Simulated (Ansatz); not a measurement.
Molecule: sum formula SiHF2, net charge 0, doublet state. It need not be the lowest isomer of its formula. 
Geometry from a B3LYP-D3(BJ)/def2-TZVP (Ansatz, a first-principles code) optimisation:
```xyz
4

Si    -0.0098     0.4860     0.0987
F      1.2817    -0.4565     0.1166
F     -1.2790    -0.4542    -0.1503
H      0.1137     1.3926    -1.0793
```
Charge 0, spin multiplicity 2.

Basis-set convergence of Hartree-Fock and MP2 correlation energies (hartree) with Ansatz. Cores are frozen in the correlated levels unless marked. Open shells are spin-unrestricted. Spin-orbit coupling is left out. Non-relativistic.

```json
[
 {"basis": "aug-cc-pV(D+d)Z", "functions": "87", "E(HF)": "-488.50561", "E(corr, MP2)": "-0.49210"},
 {"basis": "aug-cc-pV(T+d)Z", "functions": "170", "E(HF)": "-488.58075", "E(corr, MP2)": "-0.61710"},
 {"basis": "aug-cc-pV(Q+d)Z", "functions": "295", "E(HF)": "-488.60035", "E(corr, MP2)": "-0.66463"}
]
```

Extrapolating the two largest sets (X = 3 and 4) as X^-3: E(corr) = (64·(-0.66463) - 27·(-0.61710))/37 = -0.6993 Eh, an estimate of the basis-set limit. The largest set recovers 95.0 % of it, the smallest 70.4 %.
